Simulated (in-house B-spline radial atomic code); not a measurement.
# RPA and G0W0 on PBE: Sn IV (Sn3+)

Configuration [Kr] 4d10 5s1, highest spin, mean-field start PBE. Computed with a B-spline radial code for spherical atoms: all electrons, non-relativistic, point nucleus, each spin shell either full or empty, empty states to l = 9 with an (l + 1/2)⁻⁴ tail; G0W0 by contour deformation at full frequency.

Without relativity these are model numbers: it shifts the levels of so heavy an element strongly and can reorder them.

Command:
```bash
python run_gw.py task.json out
```
Settings (radii: box in bohr, nucleus in fm):
```
Z                        50
electrons                47
configuration            [Kr] 4d10 5s1
hamiltonian              nr
method                   pbe,pbe
lmax                     9
spin_polarised           True
box_radius               14.14
intervals                53
ion_configuration        [Kr] 4d10
```

Run time, properties included: 5.5 s on 1 thread of Arm Neoverse V2 (shared host).

Energies (hartree):

```json
{"term": "mean-field total", "value": "-6023.00134"}
{"term": "Hartree-Fock functional on these orbitals", "value": "-6021.13934"}
{"term": "direct second order", "value": "-4.1655"}
{"term": "second-order exchange", "value": "1.1516"}
{"term": "SOSEX correction", "value": "1.0685"}
```

Problem. What is the RPA correlation energy, and what remains with SOSEX?

Solution. RPA gives -3.6522 hartree (-2.11 eV per electron); RPA + SOSEX gives -2.5837, and the second-order doubles -3.0139 hartree (no singles). RPA lacks exchange-type terms and so overcorrelates at short range.

Quasi-particle levels (eV):

```csv
level,occupied,mean field,Σx - vxc,Σc,QP weight,G0W0
5s up,yes,-35.10,-2.98,?,?,?
4d down,yes,-55.93,-9.87,0.95,0.911,-64.84
4d up,yes,-56.21,-9.84,0.96,0.899,-65.09
5s down,no,-33.93,7.10,-2.85,0.930,-29.674
```

G0W0 = mean field + (Σx - vxc) + Σc, with Σc (partial-wave tail included) taken at the quasi-particle energy. Only the outer levels were computed. Levels of low weight are left out.

Problem. Where does G0W0 put 5s up?

Solution. At -40.02 eV, with Σc = -1.94 eV and a quasi-particle weight of 0.958. The tabulated removal energy is 40.74 ± 0.04 eV (NIST, measured); the calculation leaves out relativity, Breit and QED terms, and what these don't explain is the method's own error.

Problem. What does it cost to remove one electron (to [Kr] 4d10) by differences of total energies, each species on its own start (correlation terms add to the Hartree-Fock functional)?

Solution. PBE 39.84 eV, Hartree-Fock functional 37.79 eV, + RPA 39.86 eV, + RPA + SOSEX 39.11 eV, + second order 40.13 eV. Tabulated: 40.74 ± 0.04 eV (NIST, measured); the calculation leaves out relativity, Breit and QED terms, and what these don't explain is the method's own error.
